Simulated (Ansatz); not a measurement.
Coupled-cluster diagnostics for Li₇H₆ (the lowest doublet isomer of a short search), Ansatz.

Geometry of the doublet (PBE-D4/def2-TZVP):

```xyz
13

Li   -1.0246   -1.8455    0.1554
Li   -0.8564   -0.3568   -1.7715
Li   -1.0355    0.1697    1.6463
Li    1.5460   -0.0925   -1.4434
Li    1.3137   -1.2094    0.7883
Li    1.0656    1.5991    0.3426
Li   -1.3291    1.6004   -0.3912
H    -1.7873   -0.1800   -0.1392
H    -0.2103   -1.4176    1.7115
H     0.4183   -1.4780   -0.9417
H     0.1844    1.1657   -1.3612
H    -0.4961    1.8169    1.1984
H     2.2112    0.2280    0.2057
```

Correlated methods freeze no core orbitals; core or outer-core shells of Li are correlated, in sets that lack core-valence functions. In the quartet, H11 and H13 lie 0.77 Å apart (atoms count from 1), so H2 has formed as a molecule. The structure comes from a short search, and lower isomers may exist.

Geometry of the charge 0 quartet (PBE-D4/def2-TZVP):

```tsv
atom	x (Å)	y (Å)	z (Å)
Li1	0.104	-0.672	-1.230
Li2	1.683	-2.532	-0.538
Li3	0.598	2.146	-0.403
Li4	-0.188	-1.780	1.340
Li5	-1.661	1.036	0.453
Li6	0.765	1.208	2.100
Li7	2.557	-0.049	0.188
H8	1.944	-0.903	-1.236
H9	-0.586	0.952	-0.954
H10	-0.075	-2.297	-0.336
H11	-3.426	0.337	0.020
H12	1.828	1.467	0.702
H13	-3.541	1.087	-0.105
```

(1) Estimate the CCSD(T) correlation energy, the shares of MP2 and (T), T1 and the reference's ⟨S²⟩ for: charge 0, doublet, own geometry in def2-TZVP; charge 0, quartet, own geometry in def2-TZVP; and the rough time on 2 threads of Arm Neoverse V2 on a shared host.

Results:

(1) 
```csv
state,basis,correlation (eV),MP2 share (%),(T) share (%),T1,⟨S²⟩ (pure),wall time
"charge 0, doublet, own geometry",def2-TZVP,-12.178,83.0,0.8,0.022,0.75 (0.75),1.7 min
"charge 0, quartet, own geometry",def2-TZVP,-11.594,82.9,0.7,0.012,3.75 (3.75),1.8 min
```
Customary marks for T1 are 0.02 (closed shells), 0.045 (open shells) and about 0.05 (3d metals). T1 exceeds 0.02 in 1 of 2 rows and 0.045 in 0; the higher it lies, the less the single-reference result can be trusted.
